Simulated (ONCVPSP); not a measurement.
## osmium (Os): variants of one ONCV potential

Base potential:

Os, optimised norm-conserving Vanderbilt (ONCV), made with ONCVPSP 4.0.1 (BLYP, scalar-relativistic). Core [Xe] 4f14, reference 5d6 6s2. Waves: 6s: rc 2.40 bohr, ncon 4, nbas 8, qcut 2.2 1/bohr, 1 projector; p scattering state at 0.31 Ha: rc 2.20 bohr, ncon 4, nbas 8, qcut 3.4 1/bohr, 1 projector; 5d: rc 1.60 bohr, ncon 4, nbas 7, qcut 6.2 1/bohr, 1 projector. Local part: polynomial inside 1.45 bohr (lpopt 4, dvloc0 1 Ha). Core correction: none.

Cutoffs, loose and tight: the cutoffs (Ha) at which the residual kinetic energy of the hardest occupied pseudo-wave falls to 1 and 0.1 mHa per electron. They do not see the model core or the augmentation charge, which bear on the density cutoff. Test errors are all-electron minus pseudo excitation energies from the reference, over the configurations 5d6 6s1; 5d6 6s0; 5d5 6s0; 5d6 6s1 6p1. A dash means not determined; rows that change the core or the reference have their own tests. The largest error is taken over the tests solved by every variant that gives reliable tests at all: 5d5 6s0; 5d6 6s0; 5d6 6s1.

A true bound ghost makes a file unfit for plane-wave use even where its test errors are small: the radial tests pick states by their node count and pass the ghost by.

```
    change    outcome  cutoff, loose  cutoff, tight  bound ghosts  GHOST(+) flags above zero  largest test error (meV)
      base  generated          16 Ha          28 Ha             s                          p                      +139
d: nproj 3  generated          16 Ha          28 Ha             s                          p                      +137
```

Task: What comes out with this change to the base: p: rc 2.7?

Result: outcome: generated, projector energies reset by the program; cutoff, loose: 16 Ha; cutoff, tight: 28 Ha; bound ghosts: s; GHOST(+) flags above zero: none; largest test error (meV): +139.

Task: What comes out with this change to the base: core correction Teter function, fcfact 2.75, rcfact 1.15?

Result: outcome: generated; cutoff, loose: 16 Ha; cutoff, tight: 28 Ha; bound ghosts: s; GHOST(+) flags above zero: p; largest test error (meV): +91.
